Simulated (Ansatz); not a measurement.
Geometry optimisation, RKS BLYP/def2-SVP (Ansatz 0.2.0).

Input:

```yaml
crystal:
  periodic: [false, false, false]
  atoms:
    - { symbol: Ge, position_ang: [-0.402941, 0.994109, -0.188591] }
    - { symbol: Cl, position_ang: [0.319025, -1.672647, -2.380687] }
    - { symbol: H, position_ang: [-1.689092, 0.263681, -0.63717] }
    - { symbol: H, position_ang: [-0.708992, 2.076466, 0.887064] }
    - { symbol: H, position_ang: [0.445995, 1.561126, -1.353194] }
    - { symbol: H, position_ang: [0.756862, -1.666996, -1.136286] }
    - { symbol: O, position_ang: [0.762432, -0.220872, 0.603225] }
    - { symbol: O, position_ang: [-0.01835, -0.817212, 1.724939] }
    - { symbol: H, position_ang: [0.53506, -0.517855, 2.480599] }
basis:
  gaussian: { orbitals: def2-SVP }
hamiltonian:
  xc: blyp
relax:
  f_tol: 0.03
  max_steps: 50
```

Launched with:

```bash
$ ansatz run input.yaml --threads 2 --pin off --max-ram 3072MiB --backend cpu --events-out ev --progress --plain --runs-dir out
```

Where does it end, and by what steps?

It converged. The force dipped under the threshold on the way, but the program's further checks kept it going. After 6 steps the energy has fallen by 0.098 eV; Cl2 moved furthest, 0.53 Å.

```tsv
step	energy less start (eV)	largest force component (eV/Å)	accepted
0	0.0000	0.195	yes
1	-0.0212	1.057	yes
2	-0.0727	0.234	yes
3	-0.0904	0.253	yes
4	-0.0960	0.081	yes
5	-0.0972	0.024	yes
6	-0.0976	0.021	yes
```

```xyz
9
Properties=species:S:1:pos:R:3
Ge -0.466 1.103 -0.189
Cl 0.601 -2.044 -2.124
H -1.822 0.476 -0.589
H -0.605 2.107 0.984
H 0.331 1.681 -1.383
H 0.737 -1.467 -0.937
O 0.668 -0.258 0.412
O -0.058 -0.873 1.560
H 0.613 -0.725 2.264
```

Whether the end is a true minimum wasn't checked by a vibrational analysis.

Run time: 13 s on 2 threads of Arm Neoverse V2 (shared host), peak memory 0.14 GiB.
